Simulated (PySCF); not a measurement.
A calculated (TPSS, PySCF 2.14, def2-SVP, no relativity, point nucleus) atom or ion has these occupied shells.

```tsv
shell	electrons	orbital energy (eV)	rms radius, mean of both spins (bohr)
1s α	1	-12343.8	0.0521
1s β	1	-12343.7	0.0521
2s α	1	-1589.0	0.217
2s β	1	-1588.9	0.217
2p α	3	-1428.1	0.191
2p β	3	-1428.0	0.191
3s α	1	-230.77	0.626
3s β	1	-230.60	0.626
3p α	3	-175.23	0.643
3p β	3	-175.03	0.643
3d α	5	-77.374	0.699
3d β	5	-77.093	0.699
4s α	1	-38.023	1.84
4s β	1	-35.554	1.84
4p α	2	-26.450	2.15
```

(1) Name the element and its charge.

Results:

(1) Se(2+) (selenium, charge +2), in [Ar] 3d10 4s2 4p2, high-spin 3P determinant.
